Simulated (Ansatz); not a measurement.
The first iterations of a band of F2H7NW (11 atoms, charge 0, multiplicity 1).

Method: RKS PBE-D4/def2-SVP (Ansatz).

```yaml
movable_images: 5
climbing_image: yes
spring: 5.0 eV/Å²
optimiser: quadratic models (default)
start_path: straight line
force_threshold: 0.05 eV/Å
iteration_limit: 60
end_points: relaxed
```

Image 0:

```xyz
11
Properties=species:S:1:pos:R:3
W 0.300 -0.167 0.153
F -0.312 -0.354 1.944
F 2.078 -0.290 -0.509
H 0.297 1.033 -1.045
H -0.929 1.000 0.215
H -0.119 -1.780 -0.297
H -0.898 -0.370 -1.019
N 1.380 1.651 1.255
H 2.397 1.650 1.098
H 1.019 2.544 0.897
H 1.209 1.639 2.271
```

Image 6:

```xyz
11
Properties=species:S:1:pos:R:3
W 0.494 0.043 0.001
F 1.564 0.059 2.265
F 1.480 -1.573 0.053
H -0.790 0.737 0.862
H -0.977 0.075 -0.821
H -0.715 -0.918 0.638
H 0.496 0.341 -1.677
N 1.027 1.886 0.581
H 1.867 2.286 0.130
H 0.469 2.633 1.002
H 1.507 0.985 1.929
```

| iteration | highest image above the first end (eV) | largest band force component (eV/Å) |
| --- | --- | --- |
| 1 | 3.946 | 4.227 |
| 2 | 2.616 | 2.949 |
| 3 | 2.004 | 6.546 |
| 4 | 1.688 | 1.089 |
| 5 | 1.487 | 0.835 |
| 6 | 1.493 | 1.234 |
| 7 | 1.501 | 0.710 |
| 8 | 1.505 | 0.461 |
| 9 | 1.545 | 0.682 |
| 10 | 1.406 | 0.620 |

Task: Does the band converge within its limit, and where does its top end?

Result: It converged. It ended after 31 iterations with the highest image 1.169 eV above the first end. The profile has 2 maxima (images 2, 5) with wells between them (image 3): this band takes more than one step, which may be the mechanism or a detour left from its start path. Another band between the same ends (5 images) ends at a top of the same energy, where a vibrational analysis finds 1 clearly imaginary mode. The orbitals stay closed-shell, which can raise the energy where a bond breaks towards radicals; this wasn't checked here.

Run time: 5 min on 2 threads of Arm Neoverse V2, on a shared host, peak memory 0.16 GiB.
